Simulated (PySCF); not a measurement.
Species: C4H4F4O2.
SMILES with atom numbers: `[F:1][C@@H:2]1[CH2:3][C@H:4]([F:5])[O:6][C:7]([F:8])([F:9])[O:10]1`

Geometry (GFN2-xTB, Å), atoms numbered from 1 in this order:
```xyz
14
C4H4F4O2 angstrom
F     -0.420   -1.540   -1.367
C     -0.294   -1.305   -0.029
C     -1.157   -0.110    0.371
C     -0.500    1.182   -0.145
F     -1.267    1.749   -1.101
O      0.745    0.928   -0.768
C      1.556    0.114   -0.072
F      1.957    0.734    1.083
F      2.673   -0.055   -0.779
O      1.050   -1.100    0.284
H     -0.579   -2.232    0.485
H     -1.254   -0.090    1.455
H     -2.141   -0.211   -0.088
H     -0.369    1.935    0.649
```

Definitions: NICS(0) = −σiso at the ring centroid; NICS(1) = −σiso and NICS(1)zz = −σzz at ±1 Å along the ring normal z. Level: GIAO PBE0/pcSseg-1 (PySCF, non-relativistic, gas phase) on the GFN2-xTB geometry, one conformer.

Ring bond lengths (Å), with Mayer bond orders in brackets: C2–C3 1.527 (1.02), C3–C4 1.538 (1.00), C4–O6 1.415 (0.88), O6–C7 1.343 (1.06), C7–O10 1.362 (1.02), O10–C2 1.395 (0.94).

Question: What do the NICS probes read (ppm)?

Answer: 
```
              ring                                               type  NICS(0)  NICS(1), two faces  NICS(1)zz, two faces  rms pucker (Å)  centre to ring atoms, mean (Å)
C2–C3–C4–O6–C7–O10  6-membered ring with 2 O; formal bonds all single     -3.3         -2.7 / -1.9            -0.6 / 0.1            0.26                            1.38
```

Question: What can be read from them?

Answer: 
- C2–C3–C4–O6–C7–O10: mean NICS(1)zz -0.3 ppm, near zero. C2, C3, C4, C7 have four or more neighbours, and the NICS criterion for π rings isn't applied.

Question: At the first NICS(1) probe listed for ring C2–C3–C4–O6–C7–O10, 1 Å off the ring, what do the in-plane components average?

Answer: The isotropic value is a third of the trace: (3 × -2.7 − (-0.6))/2 = -3.8 ppm.

Question: List the ring angles and the Hirshfeld charges of the ring atoms.

Answer: 
- C2–C3–C4–O6–C7–O10: C2 111.7° (+0.135 e), C3 109.2° (-0.096 e), C4 111.9° (+0.137 e), O6 114.3° (-0.142 e), C7 116.8° (+0.294 e), O10 115.5° (-0.144 e); sum 679.4° against 720° for a flat convex ring.

On Arm Neoverse N1, one thread, on a shared host, this took 48 s of wall time and 0.84 GiB of memory at its peak. This is the whole shielding run at PBE0/pcSseg-1, SCF included.
